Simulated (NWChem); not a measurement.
CH7FN2Si; SMILES F[Si@@H](N)NC

```xyz
12

C      0.2329    -2.4149     0.1466
N     -0.1719    -1.1406    -0.4343
Si    -0.1943     0.3684     0.3661
N     -1.2834     1.3785    -0.4972
F      1.1909     1.2131     0.3645
H      0.1869    -2.3431     1.2381
H     -0.4418    -3.2252    -0.1589
H      1.2584    -2.7040    -0.1252
H     -0.1822    -1.1315    -1.4481
H     -0.4490     0.0598     1.7959
H     -1.2120     2.3857    -0.4290
H     -2.2334     1.0792    -0.6736
```
Atoms are numbered in this order, from 1.

All runs: NWChem. Pople sets run with spherical d functions. Coordinates come from a B3LYP/6-31G* (spherical d) optimisation. B3LYP is NWChem's, with the RPA form of VWN correlation. Level: B3LYP/6-31G* with SMD (1 M gas to 1 M solution), gas-phase geometry. Reactions with the solvent are ignored.

```
solvent                dielectric constant  solvation free energy (kcal/mol)  cavity-dispersion-structure term (kcal/mol)  dipole in solution (D)
---------------------  -------------------  --------------------------------  -------------------------------------------  ----------------------
water                                 78.4                              -2.4                                          4.3                    2.51
chlorobenzene                         5.70                              -4.5                                          1.0                    2.43
ethanol                               24.9                              -5.4                                          1.1                    2.50
N,N-dimethylformamide                 37.2                              -4.7                                          1.9                    2.50
toluene                               2.37                              -3.1                                          0.6                    2.31
```
